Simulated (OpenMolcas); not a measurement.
# Multiconfigurational calculation on O III

Input:

```
&GATEWAY
Coord
1

O 0.0 0.0 0.0
Basis=ANO-RCC
Group=XYZ
NoMove
AngMom=0.0 0.0 0.0
AMFI
&SEWARD
&RASSCF
FileOrb=start.orb
Symmetry=1
Spin=3
nActEl=2 0 1
Inactive=2 0
Ras2=0 3
Ras3=6 0
CIRoot=3 3 1
SDav=3
CIMx=300
Iter=120 100
PrWF=0.3
OrbListing=Nothing
MaxOrb=0
Thrs=2.0e-7 1.0e-1 5.0e-4
Atom
>>> COPY $Project.JobIph JOB001
&RASSCF
FileOrb=start.orb
Symmetry=1
Spin=1
nActEl=2 0 1
Inactive=2 0
Ras2=0 3
Ras3=6 0
CIRoot=6 6 1
SDav=6
CIMx=300
Iter=120 100
PrWF=0.3
OrbListing=Nothing
MaxOrb=0
Thrs=2.0e-7 1.0e-1 5.0e-4
Atom
>>> COPY $Project.JobIph JOB002
&RASSCF
FileOrb=start.orb
Symmetry=2
Spin=3
nActEl=2 0 1
Inactive=2 0
Ras2=0 3
Ras3=6 0
CIRoot=15 15 1
SDav=18
CIMx=300
Iter=120 100
PrWF=0.3
OrbListing=Nothing
MaxOrb=0
Thrs=2.0e-7 1.0e-1 5.0e-4
Atom
>>> COPY $Project.JobIph JOB003
&RASSCF
FileOrb=start.orb
Symmetry=2
Spin=1
nActEl=2 0 1
Inactive=2 0
Ras2=0 3
Ras3=6 0
CIRoot=8 8 1
SDav=18
CIMx=300
Iter=120 100
PrWF=0.3
OrbListing=Nothing
MaxOrb=0
Thrs=2.0e-7 1.0e-1 5.0e-4
Atom
>>> COPY $Project.JobIph JOB004
&RASSI
NrOfJobIphs=4 3 6 15 8
1 2 3
1 2 3 4 5 6
1 2 3 4 5 6 7 8 9 10 11 12 13 14 15
1 2 3 4 5 6 7 8
IphNames
JOB001
JOB002
JOB003
JOB004
EJob
SpinOrbit
DIPRint=1.0
SOCoupling=1000.0
Subsets=2
MEES
Property=10
'ANGMOM' 1 'ANGMOM' 2 'ANGMOM' 3 'MLTPL  1' 1 'MLTPL  1' 2 'MLTPL  1' 3
'AMFI' 1 'AMFI' 2 'AMFI' 3 'MLTPL  2' 6
SOProperty=3
'ANGMOM' 1 'ANGMOM' 2 'ANGMOM' 3
```

Launched by
```bash
OMP_NUM_THREADS=1 MOLCAS_MEM=2252 MOLCAS_PROJECT=a pymolcas a.inp > a.log  # once for each step of the input, in one work folder
```

A driver script runs the steps one by one and writes start.orb anew before each from the orbitals found so far.

Output, cut to the results:

```
--- SEWARD ---
Basis set label: O.ANO-RCC.........

      Electronic valence basis set:
      ------------------
      Associated Effective Charge   8.000000 au
      Associated Actual Charge      8.000000 au
      Nuclear Model: Point charge

      Shell  nPrim  nBasis  Cartesian Spherical Contaminant
         s      14       8        X
         p       9       7        X
         d       4       4                 X
         f       3       3                 X
         g       2       2                 X
                  Relativistic Douglas-Kroll-Hess integrals:
                    - DKH order of Hamiltonian: 2
                    - DKH order of Properties : 0
                  Atomic mean-field integrals
--- RASSCF ---
Wave function specifications:
      -----------------------------

      Number of closed shell electrons           4
      Number of electrons in active shells       2
      Max number of holes in RAS1 space          0
      Max nr of electrons in RAS3 space          1
      Number of inactive orbitals                2
      Number of active orbitals                  9
      Number of secondary orbitals              77
      Spin quantum number                      1.0
      State symmetry                             1
Orbital specifications:
      -----------------------

      Symmetry species                           1   2
                                                ag  au
      Frozen orbitals                            0   0
      Inactive orbitals                          2   0
      Active orbitals                            6   3
      RAS1 orbitals                              0   0
      RAS2 orbitals                              0   3
      RAS3 orbitals                              6   0
      Secondary orbitals                        38  39
      Deleted orbitals                           0   0
      Number of basis functions                 46  42
      Number of CSFs                             3
      Number of root(s) required                 3
      Iter CI   SX   CI       RASSCF       Energy    max ROT     max BLB   max BLB  Level Ln srch  Step   QN
          iter iter root      energy       change     param      element    value   shift minimum  type update
 Nr of preliminary CI iterations:   1
 ###############################################################################
 ###############################################################################
 ###                                                                         ###
 ###                                                                         ###
 ###    WARNING: Problems in orbital optimization.                           ###
 ###                                                                         ###
 ###                                                                         ###
 ###############################################################################
 ###############################################################################
  Warning: In symmetry  1, orbital p=   3 has diagonal density matrix element D(p,p) close to zero. D(p,p)=  0.000000E+00
  Warning: In symmetry  1, orbital p=   4 has diagonal density matrix element D(p,p) close to zero. D(p,p)=  0.000000E+00
        ...
  Warning: In symmetry  1, orbital p=   6 has diagonal density matrix element D(p,p) close to zero. D(p,p)=  0.000000E+00
  Warning: In symmetry  1, orbital p=   7 has diagonal density matrix element D(p,p) close to zero. D(p,p)=  0.000000E+00
  Warning: In symmetry  1, orbital p=   8 has diagonal density matrix element D(p,p) close to zero. D(p,p)=  0.000000E+00
        4   1    2    0   -73.15298905   -4.26E-14  -2.33E-08    2  12 1 -3.78E-07   0.50   0.00    SX    NO
      Convergence after  4 iterations
        5   1    2    0   -73.15298905    0.00E+00  -2.33E-08    2  11 1 -3.22E-07   0.50   0.00    SX    NO
      Natural orbitals and occupation numbers for root  1
      sym 1:   0.000000   0.000000   0.000000   0.000000   0.000000   0.000000
      sym 2:   1.000000  -0.000000   1.000000
      Natural orbitals and occupation numbers for root  2
      sym 1:   0.000000   0.000000   0.000000   0.000000   0.000000   0.000000
      sym 2:   0.000000   1.000000   1.000000
      Natural orbitals and occupation numbers for root  3
      sym 1:   0.000000   0.000000   0.000000   0.000000   0.000000   0.000000
      sym 2:   1.000000   1.000000  -0.000000
::    RASSCF root number  1 Total energy:    -73.15298905
...
--- RASSI ---
SPIN-FREE ENERGIES:
  (Shifted by EMIN (a.u.) =        -73.1529890538)

 SF State       Relative EMIN(au)   Rel lowest level(eV)    D:o, cm**(-1)      L_eff

     1             0.0000000000        0.0000000000              0.0000         1.0
     2             0.0000000000        0.0000000000              0.0000         1.0
     3             0.0000000000        0.0000000000              0.0000         1.0
     4             0.1029774344        2.8021587412          22600.9344         2.0
     5             0.1029774344        2.8021587412          22600.9344         2.0
     6             0.1029774344        2.8021587412          22600.9344         2.0
     7             0.1029774344        2.8021587412          22600.9344         2.0
     8             0.1029774344        2.8021587412          22600.9344         2.0
     9             0.2553017051        6.9471133070          56032.2476         0.0
    10             1.2200374987       33.1989116121         267767.2803         1.0
    11             1.2200374987       33.1989116121         267767.2803         1.0
    12             1.2200374987       33.1989116121         267767.2803         1.0
    25             1.2410968338       33.7719653133         272389.2701         1.0
    26             1.2410968338       33.7719653133         272389.2701         1.0
    27             1.2410968338       33.7719653133         272389.2701         1.0
    28             1.4824977220       40.3408181224         325370.6410         2.0
    29             1.4824977220       40.3408181224         325370.6410         2.0
    30             1.4824977220       40.3408181224         325370.6410         2.0
    31             1.4824977220       40.3408181224         325370.6410         2.0
    32             1.4824977220       40.3408181224         325370.6410         2.0
    13             1.4889548641       40.5165259088         326787.8199         3.0
...
```

Levels above the lowest, from the spin-orbit matrix, grouped by J:

```json
{"Configuration": "2s2 2p2", "Term": "3P", "J": "0", "E (cm-1)": "0.0", "Measured (cm-1)": "0.0", "g": "", "Term weight %": "100"}
{"Configuration": "2s2 2p2", "Term": "3P", "J": "1", "E (cm-1)": "112", "Measured (cm-1)": "113", "g": "1.501", "Term weight %": "100"}
{"Configuration": "2s2 2p2", "Term": "3P", "J": "2", "E (cm-1)": "330", "Measured (cm-1)": "", "g": "1.501", "Term weight %": "100"}
{"Configuration": "2s2 2p2", "Term": "1D", "J": "2", "E (cm-1)": "22823", "Measured (cm-1)": "20273", "g": "1.000", "Term weight %": "100"}
{"Configuration": "2s2 2p2", "Term": "1S", "J": "0", "E (cm-1)": "56255", "Measured (cm-1)": "43186", "g": "", "Term weight %": "100"}
```

Against the 3 measured excited levels shown (Moore, Selected Tables of Atomic Spectra, NSRDS-NBS 3, section 11) the mean absolute deviation is 5200 cm-1; the largest miss in energy is 2s2 2p2 1S0: computed 56255, measured 43186 cm-1 (+30.3 %).

With the s shell closed, the reference lacks s² → p² mixing. Computed and measured levels are paired by configuration, term and J; levels that our copy of the source lacks, or whose pairing is in doubt (as where it misses far off the trend of its configuration), stay unpaired and out of the deviations. Only configurations of the active space appear. The first state left out of the spin-orbit step lies near 330000 cm-1 above the lowest spin-free state of the reference (among the parities and spins computed), and the list stops at four fifths of that energy or lower.

The RASSCF and RASSI steps took 19 s on 1 thread of Intel(R) Xeon(R) 6975P-C (Granite Rapids), on a shared host; the integral step is not counted.

The term weight is that of the spin-free term in the level, not the purity of its configuration.
